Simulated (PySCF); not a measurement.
## Exercise with solution: refractive index and permittivity of the vapour

TaBr₄, SMILES [Br][Ta]([Br])([Br])[Br] (connectivity only; charge and spin as stated), neutral, multiplicity 2.

Geometry: r2SCAN-D4/def2-SVP. The multiplicity is an assumed one; other spin states were not compared. The def2 effective core potentials stand for the cores of Ta; spin–orbit coupling is left out.

PBE/def2-TZVP (PySCF) gives a mean static polarisability of 133.2 bohr³ and a dipole moment of 0.00 D. Take an ideal gas at 298.15 K and 0.01 bar, whether or not the substance is that volatile.

Problem. Work out n − 1 in the optical limit and the static ε − 1.

Solution. 
Polarisability volume α' = 133.2 × 0.148185 = 19.74 Å³. Number density N = p/kT = 2.43e-7 Å⁻³.
Dilute limit of Lorentz–Lorenz: n − 1 = 2π N α' = 3.0e-5.
Orientation term of Debye: μ²/(3kT) = 8.098 Å³ × μ²(D²) = 0.00 Å³.
ε − 1 = 4π N (α' + μ²/3kT) = 6.0e-5. With no permanent dipole, ε equals n² in this model. Vibrational polarisation and dispersion are left out.
